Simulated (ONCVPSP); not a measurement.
Ranking ONCV potentials for rhenium (Re)

All share these settings but for the change named:

ONCVPSP 4.0.1 input, shortened (lines: element, Z, core and valence counts, functional; n l f; lmax; l rc ep ncon nbas qcut; lloc lpopt rc5 dvloc0; l nproj debl; icmod fcfact rcfact), PBE, scalar-relativistic:

```
  Re 75.00   10    3        4      upf
    1    0    2.00
    2    0    2.00
    2    1    6.00
    3    0    2.00
    3    1    6.00
    3    2   10.00
    4    0    2.00
    4    1    6.00
    4    2   10.00
    4    3   14.00
    5    0    2.00
    5    1    6.00
    5    2    5.00
    2
    0    1.50    0.00    4    7    7.60
    1    1.25    0.00    3    8    5.30
    2    2.75    0.00    4    8    6.00
    4    2    0.80   -1.00
    0    3    3.60
    1    3    3.40
    2    2    1.90
    3    5.50    1.50
```

In the s channel the program set the typed energies aside and used -3.744, 0.250, 3.850 Ha.

Test errors are all-electron minus pseudo excitation energies from the reference, over 5s2 5p6 5d5 6s2; 5s2 5p6 5d5 6s1; 5s2 5p6 5d4; 5s2 5p6 5d5 6s1.5. None of these files shows a bound ghost.

The base gives 11.5 meV.

Of 8 variants that were run, those that failed, showed a ghost or another fault, or gave nearly equal values are left out.

(1) Rank these variants by their largest absolute test error, smallest first.
A. s: qcut 6.6; p: qcut 4.6; d: qcut 5.2
B. s: qcut 5.6; p: qcut 3.9; d: qcut 4.4
C. s: qcut 8.3; p: qcut 5.8; d: qcut 6.6
D. s: qcut 5.2; p: qcut 3.7; d: qcut 4.1
E. s: qcut 7.5; d: qcut 5.9

Answers

(1) C (3.8 meV), E (13.3 meV), A (31.6 meV), B (66.9 meV), D (87.3 meV).
